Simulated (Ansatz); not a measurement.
An input meant for Ga2H4F2⁺, that is (H2Ga-mu-F)2 with one electron fewer (charge 1, doublet; atoms displaced at random, 0.15 Å in each coordinate).

```yaml
crystal:
  periodic: [false, false, false]
  atoms:
    - {symbol: Ga, position_ang: [0.772869, -1.048373, 0.661494]}
    - {symbol: H, position_ang: [1.923721, -1.723164, -0.388851]}
    - {symbol: H, position_ang: [0.581989, -1.509653, 2.051591]}
    - {symbol: F, position_ang: [0.859919, 0.887377, 0.732678]}
    - {symbol: Ga, position_ang: [-0.823031, 1.060225, -0.416378]}
    - {symbol: H, position_ang: [-1.941610, 1.644973, 0.559459]}
    - {symbol: H, position_ang: [-0.201153, 1.290224, -2.125112]}
    - {symbol: F, position_ang: [-0.916380, -0.887497, -0.700487]}
basis:
  gaussian: {orbitals: def2-TZVP}
total_charge: 1
magnetization: {spin_polarized: true, initial_magnetization: 1}
hamiltonian: {xc: {name: PBE0}, dispersion: d2}
scf: {omitted_lower_state_checks: [starts]}
output: {forces: true}
```

```sh
$ ansatz run in.yaml --threads 4 --pin off --events-out ev --progress --plain --max-ram 3916MiB
```

Shortened log:

```
Error: YAML parse error: error: line 16 column 45: hamiltonian.dispersion: `d2` is not `none`, `rvv10`, `d3bj`, `d3bjatm`, `d4` or a map `{method: …, s8: …, a1: …, a2_bohr: …}` (numbers without units, a2 in bohr) or `{method: …, functional: …}`
14 | total_charge: 1
15 | magnetization: {spin_polarized: true, initial_magnetization: 1}
16 | hamiltonian: {xc: {name: PBE0}, dispersion: d2}
17 | scf: {omitted_lower_state_checks: [starts]}
18 | output: {forces: true}
```

In this input the program holds no damping parameters for this pairing of functional and dispersion term, so they'd have to be typed. The program refused the input.
